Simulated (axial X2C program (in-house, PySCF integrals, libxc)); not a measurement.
## Correcting the dissociation energy of SnB for spin–orbit coupling

A spin-free CCSD(T) curve (one-electron X2C) was computed with an axial X2C code built on PySCF integrals, basis Sn dyall-cv3z [11s12p9d4f1g], B dyall-v3z [7s6p2d1f] (cores contracted in-house), for the state M_S = 3/2, Λ = 0 (beyond evenly filled blocks: σα, π+α, π-α). It gives D0 = 2.427 eV to Sn + B, which in a spin-free picture are the weighted means of the ground terms.

Correlated methods: 17 electrons correlated (number of frozen shells: Sn 4 s, 3 p, 1 d; B 1 s), 237 virtual spin orbitals or spinors in MP2, 110 natural virtuals in coupled cluster.

Measured levels of the ground terms (NIST Handbook of Basic Atomic Spectroscopic Data), in cm⁻¹: Sn 3P: J = 0 at 0, J = 1 at 1691.8, J = 2 at 3427.7; B 2P: J = 1/2 at 0, J = 3/2 at 15.3.

The molecular state has Λ = 0, so it has no first-order lowering.

(1) How far does each ground level lie under the (2J+1)-weighted mean of its term?

(2) Correct D0.

Second-order spin–orbit effects in the molecule, which grow quickly with Z, are left out. The state is one determinant whose occupation by symmetry is held fixed; it was picked as the lowest of a PBE0 search that is not exhaustive. De is counted from the lowest determinant-based energies of the atoms at the same level, without counterpoise correction. CCSD and (T) use frozen natural virtuals with an MP2 correction for the truncation; (T) itself is uncorrected, so its De runs slightly low. Other states lie close and PBE0, whose exact exchange favours high spin, may order them wrongly; the determinant shown need not be the ground state. The nearest other spin-free determinant of the search, M_S = 1/2, Λ = 0, lies 0.32 eV up at the distance of the search.

Answers

(1) Sn: (1 × 0 + 3 × 1691.8 + 5 × 3427.7)/9 = 2468 cm⁻¹; B: (2 × 0 + 4 × 15.3)/6 = 10 cm⁻¹.

(2) D0 = 2.427 + (0 − 2478)/8065.5 = 2.120 eV at CCSD(T) with these spin–orbit terms.
